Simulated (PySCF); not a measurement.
# Relaxation of doublet BrTcN

All numbers come from PySCF, UB3LYP, basis Tc def2-SVP with ECP28, N def2-SVP, Br def2-SVP (scalar-relativistic core potentials, no spin–orbit coupling, density fitting). A (50,194) grid was used.

A hand-made linear start, of C∞v symmetry, held to at least that symmetry:

```xyz
3
charge 0 multiplicity 2, angstrom
Tc    0.0000    0.0000   -0.8642
N     0.0000    0.0000   -2.6642
Br    0.0000    0.0000    1.5558
```

Question: What does it relax to?

Answer: It ends at C∞v with Tc–Br 2.530 Å, Tc–N 1.586 Å; Br–Tc–N 180.0°. A frequency run shows 2 imaginary modes (one degenerate set), down to 106i cm⁻¹, so it is a higher-order saddle point. Other isomers or separated fragments may lie lower.

Question: How much energy is released, and in how many steps?

Answer: 99.4 kJ/mol in 4 steps.

Open d and f shells are described by one determinant, and the ground state may have another occupation or spin.

The relaxation took roughly 40 core-seconds on a shared host.
